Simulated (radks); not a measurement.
The numbers below are computed, except where a source is named.
Spherical jellium clusters: N electrons in a uniform positive sphere of charge N and radius rs N^(1/3), rs = 3.08 bohr. Level of theory: non-relativistic Kohn-Sham, PBEsol, spin-polarised, spherical densities (a radial shooting solver with Libxc functionals). Levels are named by radial order and angular momentum (1s, 1p, 1d, 2s, ...), and open shells are averaged over m.

N = 2, configuration 1s2. This is the lowest configuration that the search found. Occupied and some empty levels:

level  occupation  eigenvalue (eV)  <r> (bohr)
1s              2          -3.8717       3.405
1p              0          -1.0172       5.508

Energy (eV): total -3.05448, kinetic 4.4800, external -30.973, Hartree 14.484, exchange-correlation -7.8754, background 16.829.

Electron density:

r (bohr)  n(r) (e/bohr^3)
0.337             0.01334
0.900             0.01242
1.46              0.01080
2.03             0.008713
2.59             0.006481
3.15             0.004424
3.72             0.002770
4.28             0.001611
4.84            0.0008880
5.41            0.0004728
5.97            0.0002468
6.53            0.0001274
7.10           0.00006549
